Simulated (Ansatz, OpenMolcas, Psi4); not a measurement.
# Exact exchange and the HOMO–LUMO gap of HfF4

HfF4 has 5 atoms, charge 0, and is taken as a singlet. As SMILES, `F[Hf](F)(F)F`. The coordinates come from a PBE0-D4/def2-TZVP relaxation.

The HOMO–LUMO gap y, in eV, basis def2-SVP with a core potential; a is the functional's share of exact exchange. Programs: Ansatz 0.2.0, OpenMolcas 26.06, Psi4 1.11.

| functional | program | a | y (eV) |
| --- | --- | --- | --- |
| r2SCAN | Ansatz | 0 | 9.21 |
| TPSS | OpenMolcas | 0 | 8.73 |
| TPSSh | Psi4 | 0.1 | ? |
| B3LYP | Psi4 | 0.2 | 10.48 |
| PBE0 | Ansatz | 0.25 | 11.23 |
| BHLYP | Psi4 | 0.5 | 13.72 |

Problem. Fit y = c + s·a to the known rows and predict TPSSh.

Solution. 
1. Means of the 5 rows: a = 0.1900, y = 10.674.
2. Σ(Δa)² = 0.172, Σ(Δa·Δy) = 1.6232, so the slope is 1.6232/0.172 = 9.4372.
3. Intercept: 10.674 − (9.4372) × 0.1900 = 8.881. The largest residual of the fit is 0.33.
4. TPSSh: 8.881 + (9.4372) × 0.1 = 9.82 eV.

The run gave 9.85 eV, so the prediction is off by -0.03 eV, within the largest residual. Exact exchange lowers occupied levels and raises empty ones. The rows mix families of semi-local functionals, which the line can't see.
